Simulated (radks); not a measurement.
Spherical jellium clusters: N electrons in a uniform positive sphere of charge N and radius rs N^(1/3), rs = 4.95 bohr. Method: non-relativistic Kohn-Sham, LDA (Slater exchange, Perdew-Wang correlation), spin-polarised, spherical densities; computed with a radial shooting solver with Libxc functionals. Levels are named by radial order and angular momentum (1s, 1p, 1d, 2s, ...), and open shells are averaged over m. Each electron was tried in the lowest free levels, single moves between levels near the top were tried too, and the lowest total energy was kept; such a search can miss a lower state. Energies include the self-energy of the background; IP and EA are vertical (highest electron removed, lowest free level filled), at fixed background; spill-out counts the electrons outside the background radius R, and alpha is the static dipole polarisability from linear response (closed shells only). A dash means not computed or, for alpha, an open shell; in EA it means that no bound solution was reached, which is typical of self-interaction and does not show that the anion is unstable. Real open-shell clusters deform, which this model forbids.

N        open shells  2S  E/N (eV)  E(N+1) + E(N-1) - 2E(N) (eV)  EA (eV)  -e(HOMO) (eV)  spill-out (e)
1   1s(up 1, down 0)   1    -1.342                             -        -          2.622           0.31
2               none   0    -1.666                         0.769        -          2.700           0.46
3   1p(up 1, down 0)   1    -1.518                        -0.500        -          1.959           0.71
4   1p(up 2, down 0)   2    -1.569                        -0.328        -          2.347           0.85
5   1p(up 3, down 0)   3    -1.665                         0.259        -          2.589           0.96
6   1p(up 3, down 1)   2    -1.686                        -0.269    1.176          2.363           1.08
7   1p(up 3, down 2)   1    -1.739                        -0.191    1.404          2.581           1.18
8               none   0    -1.803                         0.816        -          2.734           1.26
9   1d(up 1, down 0)   1    -1.762                        -0.197        -          1.967           1.41
10  1d(up 2, down 0)   2    -1.749                        -0.164    1.102          2.152           1.53
11  1d(up 3, down 0)   3    -1.753                        -0.138    1.262          2.301           1.62
12  1d(up 4, down 0)   4    -1.768                        -0.117    1.397          2.423           1.71
13  1d(up 5, down 0)   5    -1.790                         0.270    1.156          2.525           1.78
14  1d(up 5, down 1)   4    -1.789                        -0.128    1.306          2.273           1.88
15  1d(up 5, down 2)   3    -1.797                        -0.109    1.433          2.391           1.96
16  1d(up 5, down 3)   2    -1.810                        -0.094    1.542          2.490           2.04
17  1d(up 5, down 4)   1    -1.828                        -0.081    1.637          2.575           2.11
18              none   0    -1.848                         0.169    1.499          2.648           2.18
19  2s(up 1, down 0)   1    -1.857                         0.187    1.358          2.475           2.31
20              none   0    -1.856                         0.187    1.183          2.317           2.50
21  1f(up 1, down 0)   1    -1.846                        -0.087    1.281          2.150           2.57
22  1f(up 2, down 0)   2    -1.841                        -0.079    1.368          2.230           2.64
23  1f(up 3, down 0)   3    -1.840                        -0.072    1.447          2.302           2.70
24  1f(up 4, down 0)   4    -1.842                        -0.066    1.519          2.367           2.76
25  1f(up 5, down 0)   5    -1.847                        -0.060    1.585          2.426           2.82
26  1f(up 6, down 0)   6    -1.853                        -0.055    1.645          2.479           2.87
27  1f(up 7, down 0)   7    -1.861                         0.232    1.423          2.528           2.92
28  1f(up 7, down 1)   6    -1.860                        -0.065    1.496          2.303           2.99
29  1f(up 7, down 2)   5    -1.861                        -0.059    1.562          2.364           3.05
30  1f(up 7, down 3)   4    -1.865                        -0.054    1.623          2.419           3.11
31  1f(up 7, down 4)   3    -1.870                        -0.050    1.680          2.470           3.17
32  1f(up 7, down 5)   2    -1.876                        -0.046    1.732          2.517           3.22
33  1f(up 7, down 6)   1    -1.883                        -0.043    1.781          2.560           3.28
34              none   0    -1.891                         0.278    1.523          2.600           3.33
35  2p(up 1, down 0)   1    -1.890                        -0.030    1.571          2.329           3.46
36  2p(up 2, down 0)   2    -1.891                        -0.022    1.611          2.364           3.59
37  2p(up 3, down 0)   3    -1.892                             -    1.452          2.393           3.72

All shells are closed at N = 2, 8, 18, 20, 34 (there: 1s2 1p6 1d10 2s2 1f14); the second difference of the energy has clear peaks (12 % above both neighbours; the first and last values, which can be the largest, are not judged, and half-filled shells can peak too) at N = 5, 8, 13, 27, 34.
